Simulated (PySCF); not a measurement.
## Static response to an electric field

Species: C3H7NSSi2.
Cartesian coordinates in Å at the GFN2-xTB level; atoms count from 1:
```
atom  x, y, z in Å
N1     3.290    0.742    0.302
C2     2.164    0.595    0.451
C3     0.766    0.410    0.601
Si4    0.208   -1.354    0.099
C5    -1.654   -1.060   -0.189
S6    -2.020    0.599   -0.893
Si7   -0.205    1.662   -0.480
H8     0.513    0.581    1.651
H9     0.860   -1.760   -1.144
H10    0.400   -2.306    1.193
H11   -2.228   -1.136    0.733
H12   -2.075   -1.774   -0.892
H13   -0.518    2.869    0.275
H14    0.498    1.932   -1.728
```

Level: CAM-B3LYP/def2-SVPD (PySCF), static field, nuclei fixed, core orbitals frozen in the response. The polarisability tensor in these axes (au):

```
x   122.78   3.65   6.60
y     3.65 108.55  -4.90
z     6.60  -4.90  85.55
```

Problem. Diagonalise the tensor; give its mean and Δα, where Δα² is half the sum of the squared differences of the eigenvalues.

Solution. Principal values 83.23, 109.22 and 124.42 au; mean 105.62 au = 15.65 Å³ = 17.42 × 10⁻⁴⁰ C²·m²/J; Δα = 36.07 au (34 % of the mean).

Problem. What is the dipole moment, and where does it point?

Solution. (-3.31, -1.54, 1.06) D, 3.80 D in size, pointing from the negative to the positive side. Measured along this direction, the outermost atoms are N1 at the negative end and H11 at the positive end.

Problem. Find the Langevin capture rate constant for O2+ (31.990 u) meeting this molecule (144.984 u), k = 2.342 × 10⁻⁹ cm³/s × √(α in Å³ / reduced mass in u).

Solution. The reduced mass is 26.21 u, so k = 1.81 × 10⁻⁹ cm³/s. The formula leaves out the permanent dipole, which adds to the capture rate.

Problem. Refractivity n − 1 of an ideal gas of it at 400 K and 1 atm, from the electronic α?

Solution. N = p/kT = 1.8347 × 10¹⁹ cm⁻³, so n − 1 = 2π × N × 15.65 × 10⁻²⁴ cm³ = 1804 × 10⁻⁶ at long wavelengths, for an ideal gas.

Problem. Estimate the molar refractivity from the static electronic polarisability.

Solution. Lorentz–Lorenz: R = (4π/3)N_A α = 2.5225 cm³/(mol·Å³) × 15.65 Å³ = 39.5 cm³/mol, in the limit of long wavelengths.

Problem. Sum over states: ᾱ = Σ f/ω², ω in Eh. What share falls to these 8 lowest TDDFT singlets (eV, f)? 5.27, 0.0005; 5.98, 0.0143; 6.33, 0.0077; 6.75, 0.0087; 6.92, 0.0077; 6.97, 0.0209; 7.26, 0.0011; 7.28, 0.0007.

Solution. They add up to 1.05 au, 1.0 % of the 105.62 au; the largest single term is 0.32 au, from the state at 6.97 eV. Terms in order: 0.01, 0.30, 0.14, 0.14, 0.12, 0.32, 0.02, 0.01 au. Higher excitations give the rest. The strengths listed sum to 0.062.

Isolated species at its GFN2-xTB geometry (one conformer only).

These values come from a run that also computed excited states. Time: 86 s wall; peak memory 0.97 GiB. Hardware: one thread, Arm Neoverse N1 (aarch64) (shared host).
